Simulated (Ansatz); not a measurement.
Isolated molecules relaxed with PBE0-D4/def2-TZVP in Ansatz; ΔE leaves out vibrations. CCSD(T)/CBS adds triple-zeta CCSD(T) − MP2 to the extrapolated MP2 energy (def2 sets, frozen cores). This one scheme is used for every species. DFT in def2-TZVPP. B3LYP here is the variant with VWN-RPA as its local correlation; programs differ in this. HSE06 is defined as in plane-wave codes. For Br outer-core shells are correlated without core-valence functions, which leaves a few kJ/mol of doubt a bond. Scalar relativity is left out up to krypton. Each species was taken in one conformer, which may not be the lowest.

Consider the ligand exchange at the Al–Br bond: `C[O][AlH][Br]` + H₂S → `C[O][AlH][SH]` + HBr.

```
             level  ΔE (kJ/mol)  difference from CCSD(T)/CBS
       LDA (SPW92)         46.2                         -8.9
            PBE-D4         47.9                         -7.2
         revPBE-D4         47.0                         -8.1
           BLYP-D4         49.8                         -5.3
            B97M-V         49.8                         -5.3
           PBE0-D4         51.6                         -3.5
          B3LYP-D4         53.0                         -2.1
        r2SCANh-D4         53.7                         -1.4
        r2SCAN0-D4         55.0                         -0.1
          HSE06-D4         51.7                         -3.4
          BHLYP-D4         57.9                          2.8
           ωB97X-V         54.7                         -0.4
           ωB97M-V         55.0                         -0.1
            B2PLYP         55.0                         -0.1
          PBE-QIDH         55.2                          0.1
               PBE         48.8                         -6.3
            revPBE         49.7                         -5.4
              BLYP         51.6                         -3.5
              PBE0         52.4                         -2.7
             B3LYP         54.2                         -0.9
           r2SCANh         54.0                         -1.1
           r2SCAN0         55.3                          0.2
             BHLYP         58.4                          3.3
           LC-ωPBE         53.6                         -1.5
RPA@PBE/def2-TZVPP         52.3                         -2.8
       HF/def2-SVP         62.9                          7.8
      MP2/def2-SVP         57.0                          1.9
     CCSD/def2-SVP         55.9                          0.8
  CCSD(T)/def2-SVP         54.5                         -0.6
     HF/def2-TZVPP         65.2                         10.1
    MP2/def2-TZVPP         55.3                          0.2
SCS-MP2/def2-TZVPP         56.1                          1.0
   CCSD/def2-TZVPP         55.4                          0.3
CCSD(T)/def2-TZVPP         53.5                         -1.6
     HF/def2-QZVPP         65.2                         10.1
    MP2/def2-QZVPP         56.2                          1.1
SCS-MP2/def2-QZVPP         56.7                          1.6
      HF/CBS(def2)         65.2                         10.1
     MP2/CBS(def2)         56.9                          1.8
    CCSD/CBS(def2)         57.0                          1.9
       CCSD(T)/CBS         55.1                            0
```

Largest T1 diagnostic among the species: 0.012.

From BLYP to BHLYP (50 % exact exchange), in def2-TZVPP and without D4, ΔE moves by +6.8 kJ/mol. In def2-TZVPP, CCSD(T) changes the Hartree–Fock value by −11.7 kJ/mol (the triples alone add −1.9 kJ/mol) and MP2 by −9.9 kJ/mol.
